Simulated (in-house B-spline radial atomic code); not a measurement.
Atomic self-consistent-field run: Sb6+. Method: non-relativistic LDA PW92, spin-polarised, spherical fractional occupations, point nucleus. Calculated with a B-spline radial code for spherical atoms.

Command:
```bash
python run_scf.py task.json out
```
Settings:
```
Z                51
configuration    [Kr] 4d9
hamiltonian      nr
method           lda,pw
spin_polarised   True
```

Output (hartree, bohr):
```
 radial grid: 49 intervals, B-splines of order 8, outer radius 15.5224 bohr

 iter        energy (Eh)    residual
    1       -6277.689023    1.05e+00
    2       -6291.262415    7.14e-01
    3       -6300.748653    1.61e-01
    4       -6301.248455    3.79e-02
    5       -6301.263426    1.98e-02
    6       -6301.270441    4.32e-03
    7       -6301.270590    2.60e-04
    8       -6301.270592    7.27e-06
    9       -6301.270592    1.37e-07

 total energy                     -6301.27059
 kinetic                            6297.9454
 electron-nucleus                 -14847.5902
 Hartree                            2406.4527
 exchange-correlation               -158.0785

 orbital      occ     eigenvalue          <r>       <r^2>       <1/r>     <1/r^3>       r_max
 1s up      1.000     -1073.8260    0.0298441   0.0011912       50.43           -     0.01976
 1s down    1.000     -1073.8256    0.0298441   0.0011912       50.43           -     0.01976
 2s up      1.000      -162.1634     0.128773   0.0194709     11.5405           -      0.1094
 2s down    1.000      -162.1516     0.128771   0.0194704     11.5407           -      0.1094
 2p up      3.000      -152.2073      0.10972   0.0146361     11.5561     4320.15      0.0855
 2p down    3.000      -152.1981     0.109717   0.0146354     11.5564     4320.43      0.0855
 3s up      1.000       -34.0578     0.344453    0.135408     4.17556           -       0.313
 3s down    1.000       -34.0498      0.34441    0.135368     4.17593           -       0.313
 3p up      3.000       -29.9172     0.335003    0.130008     4.10252     794.314      0.2993
 3p down    3.000       -29.9088     0.334958    0.129965     4.10283     794.378      0.2993
 3d up      5.000       -22.2062     0.305585    0.110573     3.96763     127.703      0.2445
 3d down    5.000       -22.1953      0.30555    0.110537     3.96778     127.704      0.2445
 4s up      1.000        -7.9294       0.8136    0.747311     1.69535           -      0.7469
 4s down    1.000        -7.8944      0.81372    0.747634     1.69527           -      0.7467
 4p up      3.000        -6.5119     0.852594    0.827157     1.59492     152.532      0.7697
 4p down    3.000        -6.4773      0.85292    0.827954     1.59451     152.463      0.7695
 4d up      5.000        -4.1074     0.969078     1.09077     1.36157     18.5919      0.8297
 4d down    4.000        -4.0745     0.970635     1.09481     1.35985     18.5479      0.8299
```

Run time, properties included: 0.1 s on 1 thread of Arm Neoverse V2 (shared host).
